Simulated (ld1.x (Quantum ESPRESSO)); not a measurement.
F (Z = 9): excitation energies, all-electron against TM

F (Z = 9), norm-conserving Troullier–Martins (Kleinman–Bylander form), made with ld1.x (Quantum ESPRESSO) 7.5 (PBE, scalar-relativistic). Core [He], reference 2s2 2p5. Waves: 2s (bound): rc 0.55 bohr; 2p (bound): rc 0.90 bohr; 3d channel at 0.15 Ry: rc 0.85 bohr. Local part: the d channel. Core correction: none.

Energies are relative to the spin-unpolarised reference configuration 2s2 2p5; without spin polarisation the order of configurations can differ from experiment.

Problem. Give the all-electron excitation energy and the error of the potential for: 2s2 2p4; 2s2 2p3; 2s2 2p2; 2s2 2p5.3; 2s2 2p1; 2s2 2p4.5; 2s1 2p5.

Solution.

```json
{"valence configuration": "2s2 2p4", "charge": "+1", "ΔE all-electron (eV)": "19.390", "error AE − PS (meV)": "+1.3"}
{"valence configuration": "2s2 2p3", "charge": "+2", "ΔE all-electron (eV)": "57.775", "error AE − PS (meV)": "+28"}
{"valence configuration": "2s2 2p2", "charge": "+3", "ΔE all-electron (eV)": "118.413", "error AE − PS (meV)": "+148"}
{"valence configuration": "2s2 2p5.3", "charge": "-0.3", "ΔE all-electron (eV)": "-2.670", "error AE − PS (meV)": "+0.4"}
{"valence configuration": "2s2 2p1", "charge": "+4", "ΔE all-electron (eV)": "204.215", "error AE − PS (meV)": "+529"}
{"valence configuration": "2s2 2p4.5", "charge": "+0.5", "ΔE all-electron (eV)": "7.543", "error AE − PS (meV)": "-0.3"}
{"valence configuration": "2s1 2p5", "charge": "+1", "ΔE all-electron (eV)": "38.493", "error AE − PS (meV)": "+2.8"}
```

Levels in the configuration 2s2 2p4:

```json
{"level": "2s", "all-electron (eV)": "-47.388", "pseudo (eV)": "-47.396"}
{"level": "2p", "all-electron (eV)": "-28.309", "pseudo (eV)": "-28.300"}
```
